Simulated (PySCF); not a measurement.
C₂H₇NSi₂.

```xyz
12

Si     2.9001     0.4774     0.0190
C      1.1037     0.0931     0.1480
C     -0.0872    -0.1641     0.2385
Si    -1.9039    -0.5406     0.3511
N     -2.8556     0.1047    -0.9376
H      3.0920     1.6540    -0.8737
H      3.4407     0.7877     1.3711
H      3.6215    -0.6958    -0.5473
H     -2.0389    -2.0217     0.3404
H     -2.3867     0.0426     1.6312
H     -2.7747    -0.2949    -1.8670
H     -3.0104     1.1063    -0.9914
```

Geometry: ωB97X-D3(BJ)/def2-SVP. One conformer was computed; it need not be the lowest.

These are KT2/pcSseg-1 (PySCF) values and carry that method's errors. Non-relativistic, no solvent.

Task: Give the absolute GIAO shielding of each atom: isotropic value and principal components (ppm). (The exact figures need the calculation; the answer reports its results.)

Result: 
| atom | σ(iso) | σ11 | σ22 | σ33 | span |
|---|---|---|---|---|---|
| Si1 | 460.3 | 451.3 | 452.1 | 477.6 | 26.3 |
| C2 | 87.7 | 4.1 | 11.6 | 247.3 | 243.1 |
| C3 | 69.2 | -30.0 | -20.6 | 258.2 | 288.2 |
| Si4 | 426.4 | 395.6 | 401.9 | 481.8 | 86.3 |
| N5 | 249.9 | 229.2 | 253.8 | 266.8 | 37.6 |
| H6 | 27.0 | 23.7 | 25.5 | 31.7 | 8.0 |
| H7 | 27.0 | 23.7 | 25.4 | 31.9 | 8.2 |
| H8 | 27.0 | 23.7 | 25.4 | 31.8 | 8.2 |
| H9 | 26.4 | 22.6 | 25.6 | 31.1 | 8.4 |
| H10 | 26.4 | 22.6 | 25.6 | 31.1 | 8.4 |
| H11 | 30.8 | 24.2 | 27.0 | 41.2 | 17.0 |
| H12 | 30.8 | 24.2 | 27.0 | 41.2 | 17.0 |
